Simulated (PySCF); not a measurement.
Geometries of 5 isomers of C4H7IO, from PBE0-D3(BJ)/def2-SVP geometry optimisation, gas phase, def2 core potentials past Kr (PySCF). One conformer each, no zero-point energy, no frequencies.

Task: Which isomer lies lowest at this level?
A.
```xyz
13
angstrom
C      1.951    0.649   -0.269
C      0.778   -0.204   -0.678
O      0.891   -1.139   -1.433
C     -0.569    0.173   -0.083
C     -1.665   -0.753   -0.550
I     -3.576   -0.232    0.299
H      2.857    0.298   -0.778
H      2.096    0.598    0.822
H      1.767    1.705   -0.518
H     -0.788    1.222   -0.350
H     -0.479    0.168    1.017
H     -1.477   -1.793   -0.257
H     -1.797   -0.718   -1.637
```
B.
```xyz
13
angstrom
C      1.869    0.939    0.839
O      1.142   -0.088    1.460
C      0.065   -0.559    0.830
C     -0.424   -0.186   -0.366
C     -1.626   -0.816   -0.932
I     -3.394    0.509   -0.884
H      2.707    1.184    1.504
H      1.246    1.838    0.691
H      2.263    0.615   -0.140
H     -0.418   -1.344    1.422
H      0.046    0.613   -0.944
H     -1.949   -1.708   -0.382
H     -1.541   -1.048   -2.000
```
C.
```xyz
13
angstrom
C     -1.405   -0.467    0.712
C     -0.727    0.629   -0.094
C      0.795    0.569   -0.070
C      1.365   -0.609   -0.807
O      0.792   -1.452   -1.397
I      3.584   -0.641   -0.715
H     -1.088   -0.441    1.767
H     -2.499   -0.350    0.692
H     -1.169   -1.463    0.311
H     -1.022    1.618    0.295
H     -1.070    0.597   -1.141
H      1.255    1.463   -0.522
H      1.195    0.529    0.958
```
D.
```xyz
13
angstrom
C     -1.141   -0.757    0.744
C     -0.311    0.497    0.588
I     -1.590    2.263    0.751
C      0.462    0.576   -0.714
C      1.591   -0.416   -0.820
O      1.914   -1.197    0.034
H     -1.872   -0.858   -0.072
H     -0.466   -1.628    0.727
H     -1.685   -0.764    1.698
H      0.377    0.614    1.436
H     -0.202    0.436   -1.588
H      0.915    1.572   -0.860
H      2.153   -0.362   -1.790
```
E.
```xyz
13
angstrom
C     -1.882    0.869    0.757
O     -0.564    0.659    0.358
C     -0.174   -0.674    0.404
C      1.244   -0.835   -0.036
C      2.000    0.190   -0.420
I      3.985   -0.010   -1.040
H     -2.054    0.549    1.804
H     -2.089    1.946    0.684
H     -2.603    0.328    0.112
H     -0.824   -1.304   -0.245
H     -0.283   -1.089    1.431
H      1.636   -1.858   -0.026
H      1.626    1.215   -0.436
```

Result: C. That is `C(CC(=O)I)C`, 4.9 kcal/mol below the next.

```
       SMILES                   atoms numbered as above      E (Eh)  relative (kcal/mol)  relative (kJ/mol)  dipole (D)
    CCCC(=O)I   [CH3:1][CH2:2][CH2:3][C:4](=[O:5])[I:6]  -529.15596                  0.0                0.0        3.00
    CC(=O)CCI   [CH3:1][C:2](=[O:3])[CH2:4][CH2:5][I:6]  -529.14819                  4.9               20.4        2.61
C[C@H](I)CC=O  [CH3:1][C@H:2]([I:3])[CH2:4][CH:5]=[O:6]  -529.13948                 10.3               43.3        1.67
    CO/C=C/CI   [CH3:1][O:2]/[CH:3]=[CH:4]/[CH2:5][I:6]  -529.11124                 28.1              117.4        2.76
    COC/C=C/I   [CH3:1][O:2][CH2:3]/[CH:4]=[CH:5]/[I:6]  -529.09557                 37.9              158.6        2.86
```

As drawn, the lowest has a C=O bond, which the highest lacks; the highest has a C=C bond outside aromatic rings, which the lowest lacks.
